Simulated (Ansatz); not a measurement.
`CS[Si]S`, relaxed with RKS PBE-D4/def2-SVP in the Gaussian-basis code of Ansatz from a rough embedded geometry. The force threshold is 0.03 eV/Å; the program also tests the step.

The species carries charge 0 and has multiplicity 1.

Start:

```xyz
8

C     0.775    0.559   -0.859
S    -0.691    1.202   -0.050
Si   -0.567    0.297    1.874
S    -0.891   -1.760    1.685
H     0.797    0.982   -1.930
H     0.718   -0.511   -1.030
H     1.701    0.857   -0.388
H    -1.842   -1.626    0.698
```

Problem. How much energy does the relaxation release, and in how many steps? (Best estimate.)

Solution. The calculation gave: 79.02 kJ/mol, in 17 steps, 1 of them rejected.

Problem. Which bonds change most? (Estimate.)

Solution. Ansatz gave: Si3–S4 from 2.092 to 2.180 Å; C1–H5 from 1.151 to 1.107 Å; S2–Si3 from 2.130 to 2.167 Å; C1–S2 from 1.794 to 1.830 Å.

Problem. Give the relaxed structure. (Best estimate.)

Solution. Computed: 
```xyz
8

C     0.481    0.415   -0.900
S    -0.341    1.575    0.252
Si   -1.224    0.559    1.950
S    -0.789   -1.558    1.659
H     0.886    1.020   -1.734
H    -0.241   -0.318   -1.310
H     1.319   -0.113   -0.402
H    -0.090   -1.580    0.486
```
